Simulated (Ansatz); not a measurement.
Geometry optimisation, RKS PBE/def2-SVP in Ansatz.

Input file:

```yaml
crystal:
  periodic: [false, false, false]
  atoms:
    - { symbol: Si, position_ang: [0.246356, 0.0, 0.049375] }
    - { symbol: Cl, position_ang: [0.815618, 0.0, 2.058525] }
    - { symbol: H, position_ang: [1.624431, 0.0, -0.421149] }
    - { symbol: F, position_ang: [-0.628503, 1.302533, -0.337676] }
    - { symbol: F, position_ang: [-0.628503, -1.302533, -0.337676] }
basis:
  gaussian: { orbitals: def2-SVP }
hamiltonian:
  xc: pbe
relax:
  f_tol: 0.03
  max_steps: 50
output:
  orbitals: {}
```

Command:

```bash
$ ansatz run input.yaml --threads 1 --pin off --max-ram 2048MiB --backend cpu --events-out ev --progress --plain --runs-dir out
```

Where does it end, and by what steps?

It converged. After 6 steps the energy has fallen by 0.234 eV; H3 moved furthest, 0.24 Å.

| step | energy less start (eV) | largest force component (eV/Å) | accepted |
| --- | --- | --- | --- |
| 0 | 0.0000 | 1.296 | yes |
| 1 | -0.2152 | 0.566 | yes |
| 2 | -0.2321 | 0.113 | yes |
| 3 | -0.2336 | 0.057 | yes |
| 4 | -0.2340 | 0.098 | yes |
| 5 | -0.2342 | 0.060 | yes |
| 6 | -0.2342 | 0.002 | yes |

```xyz
5
Properties=species:S:1:pos:R:3
Si 0.317 0.000 0.107
Cl 0.643 0.000 2.128
H 1.587 0.000 -0.657
F -0.559 1.306 -0.283
F -0.559 -1.306 -0.283
```

Whether the end is a true minimum wasn't checked by a vibrational analysis.

Time of the run: 12 s on 1 thread of AMD EPYC 7R43 64-Core Processor (Zen 3) (shared host), peak memory 0.14 GiB.
